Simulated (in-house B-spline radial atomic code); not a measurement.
## The rubidium ion Rb⁸⁺: [Ar] 3d10 5s(1 up, 0 down) (an excited or competing configuration)

All numbers are computed (non-relativistic Hartree-Fock with fractional occupations, spin-polarised, spherical fractional occupations; point nucleus) with an all-electron radial atomic-structure program (B-spline basis), not measured.

Effective charges: Z_r = [3n² - l(l+1)]/(2<r>) from the radius, Z_e = n√(-2ε) from the energy, and Slater's rules. Values are occupation-weighted means over spin.

| shell | electrons | ε (eV) | <r> (bohr) | Z_r | Z_e | Slater |
| --- | --- | --- | --- | --- | --- | --- |
| 1s | 2 | -15153 | 0.04127 | 36.34 | 33.37 | 36.70 |
| 2s | 2 | -2184.9 | 0.1817 | 33.03 | 25.34 | 32.85 |
| 2p | 6 | -1991.1 | 0.1569 | 31.87 | 24.19 | 32.85 |
| 3s | 2 | -468.28 | 0.5163 | 26.15 | 17.60 | 25.75 |
| 3p | 6 | -396.44 | 0.5176 | 24.15 | 16.19 | 25.75 |
| 3d | 10 | -267.75 | 0.5102 | 20.58 | 13.31 | 15.85 |
| 5s | 1 | -77.841 | 2.387 | 15.71 | 11.96 | 9.00 |

The least bound orbital is 5s up at -77.84 eV, and it is also the most diffuse (<r> = 2.387 bohr).
